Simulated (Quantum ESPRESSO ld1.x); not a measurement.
All-electron atom: Mo IV in [Kr] 4d2 5p1 (not the ground configuration). All-electron calculation, non-relativistic Kohn-Sham, LDA (Slater exchange, VWN5 correlation), spin-polarised, spherical densities, point nucleus; open shells are filled with parallel spins first; relativity is left out, which matters for an element this heavy. Program: ld1.x of Quantum ESPRESSO 7.5.

Radial electron density D(r) = 4 pi r^2 rho(r):

r (bohr),D(r) (e/bohr),spin D(r)
0.005732,13.15,-0.000209
0.007645,19.94,-0.000294
0.0102,28.67,-0.000359
0.0136,38.46,-0.000305
0.01799,46.98,0.0000780
0.024,51.78,0.00124
0.03201,50.66,0.00388
0.04235,46.09,0.00872
0.05649,44.98,0.0171
0.07535,53.02,0.0314
0.1005,63.55,0.0604
0.133,61.68,0.123
0.1773,47.26,0.244
0.2365,41.43,0.375
0.313,48.60,0.358
0.4174,44.52,0.119
0.5567,24.40,0.0111
0.7425,12.09,0.505
0.9825,11.19,1.28
1.31,8.526,1.53
1.748,3.623,1.18
2.313,1.234,0.833
3.084,0.5533,0.529
4.114,0.1873,0.187
5.487,0.02420,0.0242
7.26,0.0009356,0.000936

D(r) has 4 maxima, at r = 0.0262, 0.112, 0.344, 0.959 bohr, and minima at 0.0513, 0.224, 0.871 bohr, inside which lie 2.04, 11.16, 29.51 electrons.
